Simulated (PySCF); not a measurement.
**`CC#CC[SiH2]N[SiH2]P`: 4 charge schemes on one density**

Species: C4H12NPSi2.
Atom-mapped SMILES: `[CH3:1][C:2]#[C:3][CH2:4][SiH2:5][NH:6][SiH2:7][PH2:8]` (hydrogens: H9, H10, H11 on C1; H12, H13 on C4; H14, H15 on Si5; H16 on N6; H17, H18 on Si7; H19, H20 on P8)

Geometry (GFN2-xTB, Å), atoms numbered from 1 in this order:
```
atom  x, y, z in Å
C1     3.3900    1.2762   -0.3326
C2     2.5861    0.0858   -0.1440
C3     1.9428   -0.9136    0.0156
C4     1.1123   -2.0800    0.2078
Si5   -0.5391   -1.6074    1.0409
N6    -1.1215   -0.2369    0.1583
Si7   -2.5776    0.6486    0.4177
P8    -2.6166    2.1755   -1.2210
H9     3.4880    1.8125    0.6115
H10    4.3846    1.0084   -0.6902
H11    2.9185    1.9339   -1.0632
H12    1.6457   -2.8072    0.8216
H13    0.9277   -2.5474   -0.7623
H14   -0.3385   -1.2687    2.4539
H15   -1.5131   -2.6943    0.9154
H16   -0.4268    0.2156   -0.4176
H17   -3.6855   -0.3120    0.4009
H18   -2.5993    1.3643    1.7013
H19   -3.1027    1.3183   -2.1908
H20   -3.8801    2.6392   -0.9115
```

Density: PBE0/pcSseg-1 (PySCF); schemes: Mulliken, IAO, Hirshfeld and ESP-fitted. Geometry: GFN2-xTB, one conformer, isolated molecule.

Q: Tabulate the Mulliken, IAO, Hirshfeld and ESP-fitted charges.

A: In e; atoms taken as equivalent share a row and are averaged (×n: the atom named and its like, n in all):

```json
{"atom": "C1", "environment": "propargylic carbon", "Mulliken": "-0.188", "IAO": "-0.434", "Hirshfeld": "-0.098", "ESP-fitted": "-0.495"}
{"atom": "C2", "environment": "alkyne carbon", "Mulliken": "-0.291", "IAO": "-0.071", "Hirshfeld": "-0.060", "ESP-fitted": "+0.020"}
{"atom": "C3", "environment": "alkyne carbon", "Mulliken": "-0.111", "IAO": "-0.078", "Hirshfeld": "-0.066", "ESP-fitted": "-0.103"}
{"atom": "C4", "environment": "sp3 carbon bound to silicon", "Mulliken": "-0.488", "IAO": "-0.555", "Hirshfeld": "-0.143", "ESP-fitted": "-0.546"}
{"atom": "Si5", "environment": "SiH2 silicon", "Mulliken": "+0.830", "IAO": "+0.922", "Hirshfeld": "+0.383", "ESP-fitted": "+0.599"}
{"atom": "N6", "environment": "nitrogen bridging silicon atoms", "Mulliken": "-0.847", "IAO": "-0.943", "Hirshfeld": "-0.335", "ESP-fitted": "-0.680"}
{"atom": "Si7", "environment": "SiH2 silicon", "Mulliken": "+0.605", "IAO": "+0.730", "Hirshfeld": "+0.316", "ESP-fitted": "+0.467"}
{"atom": "P8", "environment": "three-coordinate phosphorus", "Mulliken": "-0.267", "IAO": "-0.117", "Hirshfeld": "-0.024", "ESP-fitted": "-0.389"}
{"atom": "H9/H10/H11", "environment": "methyl hydrogen", "Mulliken": "+0.146", "IAO": "+0.170", "Hirshfeld": "+0.059", "ESP-fitted": "+0.174"}
{"atom": "H12/H13", "environment": "methylene hydrogen", "Mulliken": "+0.170", "IAO": "+0.175", "Hirshfeld": "+0.056", "ESP-fitted": "+0.207"}
{"atom": "H14/H15", "environment": "Si–H hydrogen", "Mulliken": "-0.105", "IAO": "-0.148", "Hirshfeld": "-0.085", "ESP-fitted": "-0.116"}
{"atom": "H16", "environment": "N–H hydrogen", "Mulliken": "+0.242", "IAO": "+0.274", "Hirshfeld": "+0.100", "ESP-fitted": "+0.372"}
{"atom": "H17/H18", "environment": "Si–H hydrogen", "Mulliken": "-0.087", "IAO": "-0.144", "Hirshfeld": "-0.087", "ESP-fitted": "-0.099"}
{"atom": "H19/H20", "environment": "P–H hydrogen", "Mulliken": "+0.060", "IAO": "0.000", "Hirshfeld": "-0.008", "ESP-fitted": "+0.125"}
```

Mean size of the charges over all atoms: IAO 0.278 e, ESP-fitted 0.264 e, Mulliken 0.258 e, Hirshfeld 0.109 e. Each set sums to the total charge, 0, to within 0.001 e. The Mulliken scheme counts on each atom the diagonal of the density matrix times the overlap matrix over that atom's basis functions. The Hirshfeld scheme weights the molecular density at each point by an atom's share of the summed free-atom densities.

Some averages cover members that differ in this geometry: H17/H18, ESP-fitted -0.115 to -0.084 e.

Lowest charge. All schemes agree: Mulliken N6 (-0.847); IAO N6 (-0.943); Hirshfeld N6 (-0.335); ESP-fitted N6 (-0.680).

Highest charge. All schemes agree: Mulliken Si5 (+0.830); IAO Si5 (+0.922); Hirshfeld Si5 (+0.383); ESP-fitted Si5 (+0.599).

Q: Sum the charges by element, for elements with more than one atom.

A: 
```json
{"element": "C", "atoms": "4", "Mulliken": "-1.079", "IAO": "-1.139", "Hirshfeld": "-0.368", "ESP-fitted": "-1.123"}
{"element": "Si", "atoms": "2", "Mulliken": "+1.435", "IAO": "+1.652", "Hirshfeld": "+0.699", "ESP-fitted": "+1.065"}
{"element": "H", "atoms": "12", "Mulliken": "+0.757", "IAO": "+0.547", "Hirshfeld": "+0.028", "ESP-fitted": "+1.127"}
```

Q: How many electrons does the Mulliken scheme count on C2?

A: Z − q = 6 − (-0.291) = 6.291.

These values come from a run that also computed NMR shieldings. Hardware: Arm Neoverse V1, one thread, no GPU, on a shared host. Cost: 41 s of wall time, 0.90 GiB resident at most.
